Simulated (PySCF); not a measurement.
Molecule: `InChI=1S/CH7BNP/c1-3-2-4/h2-3H,4H2,1H3`.

Molfile (atoms numbered from 1):
```
CH7BNP
     RDKit          3D

 11 10  0  0  0  0  0  0  0  0999 V2000
   -1.6121    0.1937   -0.1759 C   0  0  0  0  0  0  0  0  0  0  0  0
   -0.2333    0.3098    0.2332 N   0  0  0  0  0  0  0  0  0  0  0  0
    0.8907    0.1064   -0.5592 B   0  0  0  0  0  0  0  0  0  0  0  0
    2.6796    0.4614    0.0588 P   0  0  0  0  0  0  0  0  0  0  0  0
   -2.1490    1.1537   -0.0874 H   0  0  0  0  0  0  0  0  0  0  0  0
   -1.6545   -0.1221   -1.2267 H   0  0  0  0  0  0  0  0  0  0  0  0
   -2.1563   -0.5523    0.4275 H   0  0  0  0  0  0  0  0  0  0  0  0
   -0.1167    0.5714    1.2067 H   0  0  0  0  0  0  0  0  0  0  0  0
    0.7333   -0.2091   -1.7184 H   0  0  0  0  0  0  0  0  0  0  0  0
    3.2592   -0.7607   -0.3898 H   0  0  0  0  0  0  0  0  0  0  0  0
    2.5365    0.0498    1.4195 H   0  0  0  0  0  0  0  0  0  0  0  0
  1  2  1  0
  2  3  1  0
  3  4  1  0
  1  5  1  0
  1  6  1  0
  1  7  1  0
  2  8  1  0
  3  9  1  0
  4 10  1  0
  4 11  1  0
M  END
```

Geometry PBE0-D3(BJ)/def2-SVP throughout; GIAO in PySCF 2.14, gas phase, one conformer, non-relativistic; equivalent atoms averaged; basis pcSseg-2.

(1) How do the absolute shieldings σ depend on the functional? (ppm; last column core-seconds on 1 thread of an Arm Neoverse V2, shared host; the GGAs took longer than the global hybrids here, which isn't the general rule, and the cause wasn't traced)

(2) Which nucleus moves most, in ppm?

Answers

(1) 
```
functional                    kind     C1     N2    B3     P4     H9     H8  H5/H6/H7  H10/H11  core-s
        HF            Hartree–Fock  155.0  155.7  64.3  553.0  26.32  28.01     28.83    29.72      11
       LDA                     LDA  139.0  117.8  43.4  514.6  24.87  26.13     27.68    28.53      22
       PBE                     GGA  137.9  119.9  47.8  520.3  25.44  26.67     28.11    29.06      27
      BLYP                     GGA  133.3  116.3  44.9  497.4  25.76  26.97     28.27    29.34      27
      BP86                     GGA  137.6  120.7  48.6  515.9  25.54  26.78     28.17    29.13      27
      OPBE                     GGA  143.6  130.3  55.7  548.2  25.48  26.70     28.18    29.06      28
       KT2                     GGA  141.1  125.9  56.2  545.7  25.59  26.76     28.10    29.10      28
       KT3                     GGA  140.4  128.8  56.8  542.5  25.88  27.01     28.30    29.35      27
     B97-D                     GGA  137.8  126.9  52.8  517.2  25.86  27.09     28.33    29.35      27
     B3LYP           global hybrid  138.7  124.9  48.1  510.8  25.81  27.14     28.35    29.38      20
      PBE0           global hybrid  143.9  130.2  51.7  535.2  25.56  26.95     28.25    29.16      20
  mPW1PW91           global hybrid  143.3  130.1  51.6  531.0  25.65  27.03     28.31    29.23      19
      WP04           global hybrid  131.0  125.7  44.3  481.7  26.62  27.61     28.76    29.86      22
     B97-2           global hybrid  143.3  133.0  54.2  533.8  25.80  27.15     28.38    29.31      21
 BHandHLYP           global hybrid  145.3  136.8  53.3  527.1  25.96  27.43     28.49    29.47      20
 CAM-B3LYP  range-separated hybrid  143.1  131.4  47.9  518.6  25.73  27.15     28.33    29.33      28
   wB97X-D  range-separated hybrid  144.6  134.6  52.7  532.6  25.77  27.20     28.40    29.31      27
   LC-wPBE  range-separated hybrid  149.5  141.1  49.3  540.3  25.64  27.15     28.42    29.27      34
```

(2) P4 (phosphorus bonded to B, 2 H): from 481.7 ppm with WP04 to 553.0 ppm with HF. The smallest spread is 1.15 ppm, at H5/H6/H7. Proton shifts span only some 12 ppm, so a few tenths of a ppm matter as much there as several ppm in carbon.
